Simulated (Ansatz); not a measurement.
Cost and result up the ladder for the cluster InTe3 (4 atoms). The state is a doublet with charge 0. Geometry: PBE-D4/def2-SVP.

```tsv
atom	x (Å)	y (Å)	z (Å)
In1	-0.9927	-0.1171	1.6833
Te2	1.9151	-0.6856	0.8116
Te3	-1.3919	1.3664	-0.9959
Te4	0.4696	-0.5637	-1.4990
```

Ansatz on 4 threads of Arm Neoverse V1 on a shared host. Times are rough, and most runs start from the orbitals of an earlier one. PBE0-D4/def2-TZVPD serves as the yardstick here, not as an exact answer. Differences are given only for rows in sets of like size (and for xTB, whose basis is part of the method), since another set adds its own error. Binding counts from free atoms at the same level (In doublet, Te triplet; other spins of the atoms weren't run), without zero-point energy or a counterpoise term.

In the def2 sets In, Te take a core potential; there is no spin–orbit coupling. B3LYP takes the VWN-RPA correlation. Correlated methods freeze 16 core orbitals; core or outer-core shells of In, Te are correlated, in sets that lack core-valence functions. The rows differ in basis, and correlated rows in double-zeta sets carry the largest basis error. The structure comes from a short search, and lower isomers may exist.

Correlated methods converge slowly with the basis, most of all in double-zeta sets.

```json
{"level": "PBE-D4/def2-SVP", "functions": "104", "wall time": "2.2 s", "binding energy per atom (eV)": "2.13", "difference from PBE0-D4/def2-TZVPD (eV)": "–"}
{"level": "PBE0-D4/def2-SVP", "functions": "104", "wall time": "3.8 s", "binding energy per atom (eV)": "1.94", "difference from PBE0-D4/def2-TZVPD (eV)": "–"}
{"level": "PBE-D4/def2-TZVP", "functions": "200", "wall time": "5 s", "binding energy per atom (eV)": "2.15", "difference from PBE0-D4/def2-TZVPD (eV)": "0.16"}
{"level": "PBE-D4/def2-TZVPD", "functions": "233", "wall time": "7 s", "binding energy per atom (eV)": "2.15", "difference from PBE0-D4/def2-TZVPD (eV)": "0.17"}
{"level": "B3LYP-D4/def2-TZVP", "functions": "200", "wall time": "12 s", "binding energy per atom (eV)": "1.95", "difference from PBE0-D4/def2-TZVPD (eV)": "-0.04"}
{"level": "PBE0-D4/def2-TZVP (with forces)", "functions": "200", "wall time": "13 s", "binding energy per atom (eV)": "1.98", "difference from PBE0-D4/def2-TZVPD (eV)": "0.00"}
{"level": "r2SCAN-D4/def2-TZVP", "functions": "200", "wall time": "13 s", "binding energy per atom (eV)": "1.97", "difference from PBE0-D4/def2-TZVPD (eV)": "-0.02"}
{"level": "RPA@PBE/def2-TZVP", "functions": "200", "wall time": "14 s", "binding energy per atom (eV)": "1.66", "difference from PBE0-D4/def2-TZVPD (eV)": "-0.33"}
{"level": "PBE0-D4/def2-TZVPD", "functions": "233", "wall time": "15 s", "binding energy per atom (eV)": "1.99", "difference from PBE0-D4/def2-TZVPD (eV)": "0.00"}
{"level": "r2SCAN-D4/def2-TZVPD", "functions": "233", "wall time": "16 s", "binding energy per atom (eV)": "1.97", "difference from PBE0-D4/def2-TZVPD (eV)": "-0.01"}
{"level": "B97M-V/def2-TZVP", "functions": "200", "wall time": "20 s", "binding energy per atom (eV)": "1.93", "difference from PBE0-D4/def2-TZVPD (eV)": "-0.06"}
{"level": "MP2/def2-TZVP", "functions": "200", "wall time": "24 s", "binding energy per atom (eV)": "1.94", "difference from PBE0-D4/def2-TZVPD (eV)": "-0.05"}
{"level": "CCSD(T)/def2-SVP", "functions": "104", "wall time": "58 s", "binding energy per atom (eV)": "1.55", "difference from PBE0-D4/def2-TZVPD (eV)": "–"}
```
